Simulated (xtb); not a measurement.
Ge(H)(Cl)2(Me) (CH4Cl2Ge), SMILES [CH3][GeH]([Cl])[Cl]. All values are semi-empirical tight-binding results from xtb (GFN2-xTB unless named), good for trends rather than for accurate numbers. Geometry: GFN2-xTB.

Optimised geometry:

Bond lengths (Å): Ge1–C2 1.985, Ge1–Cl3 2.115, Ge1–Cl4 2.115, Ge1–H5 1.526, C2–H6 1.086, C2–H7 1.086, C2–H8 1.087. Bond angles (°): C2–Ge1–Cl3 109.7, C2–Ge1–Cl4 109.8, C2–Ge1–H5 114.7, Cl3–Ge1–Cl4 107.3, Cl3–Ge1–H5 107.6, Cl4–Ge1–H5 107.5, Ge1–C2–H6 110.7, Ge1–C2–H7 110.5, Ge1–C2–H8 109.2, H6–C2–H7 109.0, H6–C2–H8 108.7, H7–C2–H8 108.7.

For metal compounds this method's bond lengths and energies can be far off.

| Quantity | Value |
|---|---|
| orbital gap | 6.97 eV |
| zero-point energy | 28.1 kcal/mol |
| G − E(el) at 298.15 K (modified RRHO) | 7.7 kcal/mol |

Give the atomic charges and the Wiberg bond orders between heavy atoms. (Estimate from the structure and the level; the computed values follow.)

charges (e) Ge1 0.26, C2 -0.15, Cl3 -0.16, Cl4 -0.16, H5 0.01, H6 0.07, H7 0.07, H8 0.07. Bond orders Ge1–C2 0.87, Ge1–Cl3 1.14, Ge1–Cl4 1.14.
